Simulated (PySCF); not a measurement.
From one molecule to another.

First species: C₂H₁₁BN₂.
Structure used (PBE0-D3(BJ)/def2-SVP), in Å, numbered top down from 1:
```
atom  x, y, z in Å
C1     2.311   -0.079   -0.700
N2     1.194   -0.884   -0.283
B3     0.189   -0.354    0.678
N4    -1.152    0.059   -0.240
C5    -2.277    0.630    0.496
H6     3.082    0.093    0.083
H7     2.829   -0.514   -1.574
H8     1.968    0.923   -1.010
H9     1.472   -1.841   -0.104
H10   -0.259   -1.198    1.454
H11    0.473    0.713    1.233
H12   -1.413   -0.795   -0.736
H13   -0.817    0.699   -0.962
H14   -3.134    0.857   -0.155
H15   -1.939    1.548    0.994
H16   -2.583   -0.081    1.274
```

Second species: C₃H₂ClPS.
Geometry (PBE0-D3(BJ)/def2-SVP, Å), atoms numbered from 1 in this order:
```
atom  x, y, z in Å
Cl1   -1.9834   -1.1747    1.5150
C2    -0.7452   -0.4510    0.5678
C3    -0.7553    0.8245    0.0813
P4     0.6539    1.3240   -0.8705
C5     1.4296   -0.1921   -0.7016
S6     0.6386   -1.4090    0.1923
H7    -1.6012    1.4859    0.2811
H8     2.4024   -0.4516   -1.1259
```

Levels: B3LYP/def2-SVPD for dipole moment, HOMO energy, LUMO energy, HOMO–LUMO gap, static isotropic polarisability and electronic spatial extent ⟨r²⟩ about the centre of nuclear charge; TDDFT B3LYP/def2-SVPD for lowest singlet excitation; TDA B3LYP/def2-SVPD for lowest triplet excitation (Tamm–Dancoff); ΔSCF B3LYP/def2-SVPD for vertical ionisation energy; PBE0-D3(BJ)/def2-SVP for rotational constant A and rotational constant C. Geometries: PBE0-D3(BJ)/def2-SVP. All species are isolated and taken at one optimised geometry, non-relativistic unless stated; the electronic structure was computed with PySCF and density fitting.

Dipoles, sizes and rotational constants follow the conformer. The torsions of the flexible species, by atom-mapped SMILES:
- `[CH3:1][NH:2][BH2-:3][NH2+:4][CH3:5]`: C1–N2–B3–N4 103°, N2–B3–N4–C5 -179°

| property | column X | column Y |
| --- | --- | --- |
| dipole moment | 0.59 D | 4.00 D |
| HOMO energy | -6.80 eV | -5.42 eV |
| LUMO energy | -1.84 eV | -0.12 eV |
| HOMO–LUMO gap | 4.96 eV | 5.30 eV |
| lowest singlet excitation | 4.69 eV | 4.54 eV |
| lowest triplet excitation (Tamm–Dancoff) | 2.99 eV | 4.37 eV |
| static isotropic polarisability | 90.7 au | 65.5 au |
| vertical ionisation energy | 8.84 eV | 7.76 eV |
| electronic spatial extent ⟨r²⟩ about the centre of nuclear charge | 989 bohr² | 673 bohr² |
| rotational constant A | 4.139 GHz | 13.827 GHz |
| rotational constant C | 1.053 GHz | 2.008 GHz |

(1) Which column belongs to which species?

(2) How does each property change from the first species to the second?

## Answers

(1) Column X is the second species and column Y the first. The first has 16 atoms and 42 electrons, the second 8 and 68.

(2) dipole moment -3.41 D; HOMO energy -1.38 eV; LUMO energy -1.72 eV; HOMO–LUMO gap -0.34 eV; lowest singlet excitation +0.15 eV; lowest triplet excitation (Tamm–Dancoff) -1.38 eV; static isotropic polarisability +25.2 au; vertical ionisation energy +1.08 eV; electronic spatial extent ⟨r²⟩ about the centre of nuclear charge +316 bohr²; rotational constant A -9.688 GHz; rotational constant C -0.955 GHz.

On the first: A dipole of 4.00 D is allowed in C1, and pure rotational transitions are dipole-allowed. The vertical singlet–triplet gap S1 − T1 is 0.17 eV (TDDFT singlet less Tamm–Dancoff triplet; S1: HOMO→LUMO, weight 0.98; T1: HOMO→LUMO, weight 0.95).

On the second: The polarisability is 13.44 Å³ as a volume (1 au = 0.148185 Å³), or 1.33 au for each of the 68 electrons. The principal polarisabilities are 57.8, 95.2 and 119.1 au; their mean is the isotropic value.
